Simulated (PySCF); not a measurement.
BiBrH2Te2. Atoms are numbered in the order given.

```xyz
6

Bi    -0.0567     0.1804     0.9229
Br    -1.9183    -1.6892     0.5202
Te    -0.9300     1.7025    -1.3758
H      0.3861     2.7299    -1.2322
Te     2.2493    -0.8768    -0.4426
H      2.8609    -1.5208     0.9806
```

Geometry optimised at B3LYP-D3(BJ)/def2-SVP. The structure was generated by enumeration; whether it is a known compound was not checked. The def2 effective core potentials stand for the cores of Bi, Te; spin–orbit coupling is left out.

Calculation: TDDFT-B3LYP/def2-SVPD run with PySCF.

Vertical excitations. Isolated molecule, no solvent.

**Question.** Estimate the UV-visible absorptions. (An estimate is asked for; the answer gives what the named calculation found.)

**Answer.** 
```
state  energy (eV)  λ (nm)      f                                                  main pairs
-----  -----------  ------  -----  ----------------------------------------------------------
S1            2.78     445  0.005                                              HOMO→LUMO 91 %
S2            2.90     428  0.004                                            HOMO→LUMO+1 90 %
S3            2.96     419  0.009                                            HOMO−1→LUMO 82 %
S4            3.17     392  0.004                                          HOMO−1→LUMO+1 87 %
S5            3.39     366  0.001                        HOMO−1→LUMO+2 84 %, HOMO→LUMO+2 13 %
S6            3.49     355  0.034                          HOMO→LUMO+2 65 %, HOMO−1→LUMO 10 %
S7            3.72     333  0.013                                            HOMO−2→LUMO 83 %
S8            3.93     316  0.010                                            HOMO−3→LUMO 88 %
S9            4.08     304  0.017                      HOMO−2→LUMO+1 67 %, HOMO−3→LUMO+1 27 %
S10           4.35     285  0.017  HOMO−2→LUMO+2 42 %, HOMO−3→LUMO+2 24 %, HOMO−3→LUMO+1 21 %
T1            2.47     502      0                            HOMO→LUMO+1 58 %, HOMO→LUMO 36 %
T2            2.55     487      0                                            HOMO−1→LUMO 78 %
T3            2.67     465      0          HOMO→LUMO 53 %, HOMO→LUMO+1 27 %, HOMO−1→LUMO 13 %
T4            3.00     413      0    HOMO−1→LUMO+1 32 %, HOMO−1→LUMO+2 31 %, HOMO→LUMO+2 31 %
```
Triplets are in the Tamm–Dancoff approximation, which puts them higher than full response would, so one can lie above its singlet here.
